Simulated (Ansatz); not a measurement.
`FC(Cl)[TeH]` + `N[AsH2]` → `N[AsH][TeH]` + `FCCl` at 400 K and 1 bar (ligand exchange at a Te–C bond).

Computed with Ansatz on PBE0-D4/def2-TZVP structures; ΔE is electronic, products minus reactants. CBS: MP2 limit from def2 TZ/QZ plus the TZ coupled-cluster correction, frozen cores. This one scheme is used for every species. Elements past krypton have def2 core potentials. For As, Te outer-core shells are correlated without core-valence functions, which leaves a few kJ/mol of doubt a bond. Scalar relativity is left out up to krypton. Each species was taken in one conformer, which may not be the lowest.

| species | CCSD(T)/CBS energy (Eh) | H − E (kJ/mol) | S (J/(mol·K)) |
| --- | --- | --- | --- |
| `FC(Cl)[TeH]` | -866.51961 | 95.8 | 355.1 |
| `N[AsH2]` | -2292.09958 | 128.5 | 285.0 |
| `N[AsH][TeH]` | -2559.85306 | 136.2 | 361.1 |
| `FCCl` | -598.81139 | 98.2 | 279.0 |

H − E and S are ideal-gas, rigid-rotor, harmonic terms from PBE0-D4/def2-TZVP, for one conformer and one mirror image of each species. 1 Eh = 2625.50 kJ/mol, R = 8.31446 J/(mol·K).

Problem. By hand: ΔE, ΔH, ΔS and ΔG.

Solution. ΔE = (-2559.85306) + (-598.81139) − (-866.51961) − (-2292.09958) = -0.04526 Eh = -118.8 kJ/mol. Δ(H − E) = 136.2 + 98.2 − 95.8 − 128.5 = 10.1, so ΔH = -108.7 kJ/mol. ΔS = 361.1 + 279.0 − 355.1 − 285.0 = 0.0 J/(mol·K). ΔG = -108.7 − 400 × (0.0)/1000 = -108.7 kJ/mol.

Problem. By hand: the equilibrium constant, and the temperature at which ΔG would vanish if ΔH and ΔS stayed fixed.

Solution. log₁₀ K = −ΔG/(RT ln 10) = 14.2. With ΔH or ΔS at zero there is no such temperature.

The number of gas molecules stays the same, so ΔS is small and ΔH decides. A doubt of 5 kJ/mol in ΔE shifts log₁₀ K by 0.7 here. Other conformers and mirror images would add mixing entropy, several J/(mol·K) or more a flexible species. These are equilibria of isolated gas molecules and say nothing of rates. Largest T1 diagnostic: 0.012 (customary marks: 0.02 for closed shells, 0.045 for open ones).

ΔS is within the doubt of such terms, so its sign, and with it that verdict, could turn.
